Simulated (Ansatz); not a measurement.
Ideal-gas functions of `C#[C][Ti]([F])([F])[C]#C` at 298.15 K and 1 bar, from an Ansatz frequency run at PBE0-D4/def2-TZVP.

Molar mass 135.92 g/mol, point group C2v (symmetry number 2), electronic degeneracy 1, moments of inertia 238.037, 324.794, 405.919 u Å². Harmonic wavenumbers (cm⁻¹, unscaled): 67, 95, 103, 135, 195, 221, 236, 239, 252, 500, 549, 730, 730, 737, 738, 766, 813, 2087, 2091, 3451, 3451.

Use S(trans) = R[1.5 ln M + 2.5 ln T − 1.1517]; rotational temperatures θ = 24.2544 K / I; S(rot) = R[ln(√π/σ · √(T³/θAθBθC)) + 1.5]; for each mode x = 1.438777 ν̃/T, S = R[x/(eˣ − 1) − ln(1 − e⁻ˣ)] and H = RT x/(eˣ − 1); 1 cm⁻¹ = 0.0119627 kJ/mol; R = 8.31446 J/(mol·K).

Problem. By hand: the entropy, in J/(mol·K).

Solution. Translation 170.1. Rotation: θ = 0.1019, 0.0747, 0.0598 K, giving 114.5. Vibration, mode by mode: 17.74, 14.87, 14.21, 12.02, 9.12, 8.16, 7.67, 7.57, 7.18, 2.75, 2.29, 1.14, 1.14, 1.11, 1.11, 0.99, 0.82, 0.00, 0.00, 0.00, 0.00, in all 109.9. Electronic 0.0. Sum 394.5 J/(mol·K).

Problem. By hand: H − E and G − E in kJ/mol, counted from the electronic energy.

Solution. Zero-point energy ½ × 18186 × 0.0119627 = 108.8; thermal vibration 17.1; translation, rotation and pV give 4 RT = 9.9. H − E = 135.8 kJ/mol, and G − E = 135.8 − 298.15 × 394.5/1000 = 18.2 kJ/mol.

Vibration gives 28 % of the entropy, 58.8 J/(mol·K) of it from the modes under 150 cm⁻¹: soft modes count most, and the harmonic formula is weakest for them.
